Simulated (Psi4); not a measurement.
ClCu, triplet (typed; the unrestricted solution is spin-contaminated), geometry from GFN2-xTB (such geometries of metal compounds can be far from the true shape) (the multiplicity is a formal guess). Base run: PBE/STO-3G in Psi4.

The Psi4 input:
```
memory 2 GB

molecule mol {
0 3
Cu   -0.000000   -0.000000   -0.783800
Cl    0.000000    0.000000    1.337070
}

set {
  basis sto-3g
  reference uks
}

energy('pbe')
print_variables()
```

Each row names what was changed in the base input (with any setting that the change needs).

```csv
change,ΔE vs base (eV),point group used,SCF cycles,outcome
base,0.00,c2v,23,converged
"molecule keys = symmetry c1, no_reorient, no_com",-,-,-,not converged
symmetry = cs,-,-,-,not converged
jitter_ang = 0.002,0.00,c2v,25,converged
symmetry = c2,0.00,c2,48,converged
molecule keys = no_reorient,0.00,c2v,23,converged
molecule keys = symmetry c1,-,-,-,not converged
```

Open shells are given as the SCF converged; they aren't shown to be the lowest states, and a large step between rows can be another state.
